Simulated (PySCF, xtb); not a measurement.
Si(H)3(NHMe) (CH₇NSi), SMILES [SiH3]NC.

Harmonic wavenumbers (cm⁻¹) from GFN2-xTB (xtb) at its own minimum, in rising order: 150, 158, 284, 505, 567, 607, 747, 794, 824, 839, 1066, 1111, 1164, 1369, 1424, 1493, 1506, 2161, 2254, 2279, 2897, 2968, 3026, 3445.

**Question.** What does B3LYP-D3(BJ)/def2-SVP (PySCF 2.14.0) give at its own minimum? (Estimate from the structure and the level; the computed values follow.)

**Answer.** 132, 137, 249, 424, 690, 705, 794, 917, 977, 1004, 1101, 1141, 1154, 1397, 1452, 1468, 1497, 2156, 2212, 2227, 2967, 3046, 3090, 3592. Paired by order, the mean absolute difference is 62 cm⁻¹ and the zero-point energies are 48.1 and 49.4 kcal/mol.
